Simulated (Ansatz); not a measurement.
`[CH3][AlH][OH]` + CH₃NH₂ → `C[NH][AlH][OH]` + CH₄  (ligand exchange at the Al–C bond)

Calculated with Ansatz (gas phase, PBE0-D4/def2-TZVP geometries, no zero-point term in ΔE). CCSD(T)/CBS adds triple-zeta CCSD(T) − MP2 to the extrapolated MP2 energy (def2 sets, frozen cores). This one scheme is used for every species. DFT in def2-TZVPP. One conformer a species, not always the lowest.

**Question.** Is it downhill or uphill in electronic energy at CCSD(T)/CBS, and by how much? (An estimate is asked.)

**Answer.** The calculation gave: Downhill: ΔE = -95.2 kJ/mol.

**Question.** What do these levels give: r2SCAN-D4, BHLYP-D4, RPA@PBE/def2-TZVPP, HF/def2-SVP, HF/def2-TZVPP, HF/CBS(def2)? (An estimate is asked.)

**Answer.** Ansatz gave: r2SCAN-D4 -95.9, BHLYP-D4 -99.5, RPA@PBE/def2-TZVPP -94.2, HF/def2-SVP -99.5, HF/def2-TZVPP -97.6, HF/CBS(def2) -98.0 kJ/mol.

**Question.** What do rigid-rotor, harmonic-oscillator terms from PBE0-D4/def2-TZVP frequencies (298.15 K, 1 bar) make of the CCSD(T)/CBS value? (Best estimate.)

**Answer.** Ansatz gave: ΔZPE = -1.1 kJ/mol, ΔH = -95.1 kJ/mol, ΔS = -33 J/(mol·K), ΔG = -85.4 kJ/mol. Modes under 50 cm⁻¹ make the entropy rough.

Largest T1 diagnostic among the species: 0.011.

Leaving LDA and LC-ωPBE aside and taking each functional with its dispersion term where it has one, the values, not all of them listed here, spread over 10.2 kJ/mol, from BHLYP-D4 to PBE-D4. LDA lies −4.3 kJ/mol from PBE without D4. At CCSD(T), def2-SVP lies −5.0 kJ/mol from the extrapolated value and def2-TZVPP −0.6 kJ/mol.
